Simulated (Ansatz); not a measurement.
Mulliken charges of `[SiH3]B[S][GaH2]` from PBE/def2-TZVPP in Ansatz (PBE0-D4/def2-TZVP geometry).

```json
{"atom": "Si1", "x (Å)": "0.197", "y (Å)": "1.281", "z (Å)": "0.337", "charge (e)": "0.104"}
{"atom": "B2", "x (Å)": "-0.763", "y (Å)": "-0.078", "z (Å)": "1.452", "charge (e)": "0.013"}
{"atom": "S3", "x (Å)": "-0.897", "y (Å)": "-1.700", "z (Å)": "0.791", "charge (e)": "-0.150"}
{"atom": "Ga4", "x (Å)": "0.211", "y (Å)": "-1.383", "z (Å)": "-1.194", "charge (e)": "0.182"}
{"atom": "H5", "x (Å)": "0.635", "y (Å)": "0.532", "z (Å)": "-0.933", "charge (e)": "-0.058"}
{"atom": "H6", "x (Å)": "1.479", "y (Å)": "1.816", "z (Å)": "0.867", "charge (e)": "-0.031"}
{"atom": "H7", "x (Å)": "-0.611", "y (Å)": "2.407", "z (Å)": "-0.203", "charge (e)": "-0.031"}
{"atom": "H8", "x (Å)": "-1.242", "y (Å)": "0.149", "z (Å)": "2.523", "charge (e)": "0.034"}
{"atom": "H9", "x (Å)": "-0.706", "y (Å)": "-1.163", "z (Å)": "-2.439", "charge (e)": "-0.030"}
{"atom": "H10", "x (Å)": "1.698", "y (Å)": "-1.861", "z (Å)": "-1.201", "charge (e)": "-0.031"}
```

By hand: the dipole of these point charges (1 e Å = 4.8032 D).

Σ q r = (0.046, 0.071, -0.052) e Å, of length 0.099 e Å = 0.48 D.

How does the dipole of the full density compare? (Best estimate.)

The calculation gave: (0.105, 0.216, -0.084) e Å, 1.22 D; the point charges give 0.39 times that, at 14° from its direction.

Point charges leave out the atoms' own dipoles, such as those of lone pairs, and Mulliken's split depends on the basis, so the two needn't agree.
